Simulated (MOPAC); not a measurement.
Input file for MOPAC: PM7 on LiSi+, 2S+1 = 3, a spin state set in the input, which need not be the lowest, a point of a bond scan (R = 2.629 Å). Charge +1.

```
PM7 1SCF PRECISE CHARGE=1 UHF MS=1 THREADS=1
LiSi

Li     0.00000000 1     0.00000000 1     0.00000000 1
Si     0.00000000 1     0.00000000 1     2.62945100 1
```

It printed:

```
*******************************************************************************
 **                                                                           **
 **                              MOPAC v23.2.5                                **
 **                                                                           **
 *******************************************************************************
 ** MOPAC's Digital Object Identifier: https://doi.org/10.5281/zenodo.6511958 **
 **                                                                           **
 ** Please cite the open-source release paper for use of this MOPAC version:  **
 ** J. E. Moussa and J. J. P. Stewart (2026)                                  **
 ** MOPAC: An open-source semiempirical molecular orbital program             **
 ** J. Open Source Softw., 11(119), 8025, https://doi.org/10.21105/joss.08025 **
 *******************************************************************************

                              PM7 CALCULATION RESULTS

 *******************************************************************************
 *  PM7        - The PM7 Hamiltonian to be used
 *  UHF        - UNRESTRICTED HARTREE-FOCK CALCULATION
 *
 *
 *
 *                 CHARGE ON SYSTEM = +1
 *
 *
 *
 *  MS=        - IN MECI, MAGNETIC COMPONENT OF SPIN =  1.0
 *  PRECISE    - TIGHTER CRITERIA TO BE USED
 *  1SCF       - DO 1 SCF AND THEN STOP
 *  THREADS=1  - MULTI-THREADING NOT USED
 *  T=         - A TIME OF 172800.0 SECONDS REQUESTED
 *  DUMP=N     - RESTART FILE WRITTEN EVERY 7200.0 SECONDS REQUESTED
 *******************************************************************************
PM7 1SCF PRECISE CHARGE=1 UHF MS=1 THREADS=1
 LiSi

   ATOM   CHEMICAL          X               Y               Z
  NUMBER   SYMBOL      (ANGSTROMS)     (ANGSTROMS)     (ANGSTROMS)

     1      Li          0.00000000  *   0.00000000  *   0.00000000  *
     2      Si          0.00000000  *   0.00000000  *   2.62945100  *



          CARTESIAN COORDINATES

    NO.       ATOM           X           Y           Z

     1        Li          0.0000      0.0000      0.0000
     2        Si          0.0000      0.0000      2.6295

 General Reference for PM7:
 "Optimization of Parameters for Semiempirical Methods VI: More Modifications to the
 NDDO Approximations and Re-optimization of Parameters", J. J. P. Stewart, J. Mol. Mod., 1:32, 19 (2013)
 https://link.springer.com/article/10.1007/s00894-012-1667-x

           Empirical Formula: Li Si  =     2 atoms



      MOLECULAR POINT GROUP   :   C*v


          UHF CALCULATION, NO. OF ALPHA ELECTRONS =    3
                           NO. OF BETA  ELECTRONS =    1

 -------------------------------------------------------------------------------
 PM7 1SCF PRECISE CHARGE=1 UHF MS=1 THREADS=1
 LiSi



     1SCF WAS SPECIFIED, SO BFGS WAS NOT USED
     SCF FIELD WAS ACHIEVED


                              PM7 CALCULATION
                                                       MOPAC v23.2.5 Linux




          FINAL HEAT OF FORMATION =        231.17126 KCAL/MOL =     967.22057 KJ/MOL


          COSMO AREA              =        103.60 SQUARE ANGSTROMS
          COSMO VOLUME            =         92.00 CUBIC ANGSTROMS

          IONIZATION POTENTIAL    =         12.493416 EV
          ALPHA SOMO LUMO (EV)    =        -12.493 -4.004
          BETA  SOMO LUMO (EV)    =        -17.018 -3.880
          NO. OF ALPHA ELECTRONS  =          3
          NO. OF BETA  ELECTRONS  =          1
          MOLECULAR WEIGHT        =         35.0255         POINT GROUP:  C*v

          MOLECULAR DIMENSIONS (Angstroms)

            Atom       Atom       Distance
           Si     2   Li     1     2.62945
           Si     2   Li     1     0.00000
           Li     1   Si     2     0.00000


          SCF CALCULATIONS        =          1





   ATOM   CHEMICAL          X               Y               Z
  NUMBER   SYMBOL      (ANGSTROMS)     (ANGSTROMS)     (ANGSTROMS)

     1      Li          0.00000000  *   0.00000000  *   0.00000000  *
     2      Si          0.00000000  *   0.00000000  *   2.62945100  *

                             CARTESIAN COORDINATES

   1   Li        0.000000000     0.000000000     0.000000000
   2   Si        0.000000000     0.000000000     2.629451000


           Empirical Formula: Li Si  =     2 atoms



      MOLECULAR POINT GROUP   :   C*v


          ALPHA EIGENVALUES
 -18.34580 -12.72645 -12.49342  -4.00448  -3.21574  -0.26008  -0.25912  -0.25212
  20.15065  20.18778  20.22054  20.47381  20.47528


           BETA EIGENVALUES
 -17.01808  -3.88028  -3.84626  -3.73212  -3.13314  -0.22387  -0.22277  -0.21317
  20.58566  20.60970  20.87015  20.91961  21.00859


              NET ATOMIC CHARGES AND DIPOLE CONTRIBUTIONS

  ATOM NO.   TYPE          CHARGE      No. of ELECS.   s-Pop       p-Pop       d-Pop
    1         Li           0.832929        0.1671     0.16658     0.00049
    2         Si           0.167071        3.8329     1.77878     2.05260     0.00155
 DIPOLE           X         Y         Z       TOTAL
 POINT-CHG.     0.000     0.000    -8.017     8.017
 HYBRID         0.000     0.000     1.675     1.675
 SUM            0.000     0.000    -6.342     6.342


          ATOMIC ORBITAL ELECTRON POPULATIONS

     Atom    s        px        py        pz      x^2-y^2     xz        z^2       yz        xy
    1 Li   0.16658   0.00001   0.00000   0.00049
    2 Si   1.77878   0.99988   0.00000   1.05272   0.00011   0.00011   0.00132   0.00000   0.00000


                    (SZ)    =    1.000000
                    (S**2)  =    2.000178


          ATOMIC ORBITAL SPIN POPULATIONS

    Atom   Total    s     px     py     pz   x^2-y^2  xz     z^2    yz     xy
         Atomic
    1 Li  0.0104  0.010  0.000  0.000  0.000
    2 Si  1.9896  0.115  1.000  0.000  0.875 -0.000  0.000  0.000  0.000 -0.000

 **********************
 *                    *
 * JOB ENDED NORMALLY *
 *                    *
 **********************




 == MOPAC DONE ==
```

The run finished.

Cost: around 0.020 core-seconds (rough).
